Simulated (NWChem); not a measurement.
Molecule: CH$_{4}$SeZn; SMILES [CH3][Zn][SeH]

```xyz
7

Zn     0.0104    -0.8383    -0.0004
C      0.0115    -2.7802     0.0005
H     -0.2647    -3.1774    -0.9888
H     -0.7036    -3.1754     0.7390
H      1.0100    -3.1693     0.2556
Se     0.0300     1.4664     0.0001
H     -1.4428     1.4930     0.0000
```
Atoms are numbered in this order, from 1.

Program: NWChem. Structure relaxed at the PBE0/def2-SVP level. Ions are spin-unrestricted doublets at the neutral geometry; other ion states weren't tried.

Q: Estimate the computed values for PBE0/def2-SVP. Quantities: −ε(HOMO) (eV).

A: 
```json
{
 "−ε(HOMO) (eV)": "6.56"
}
```
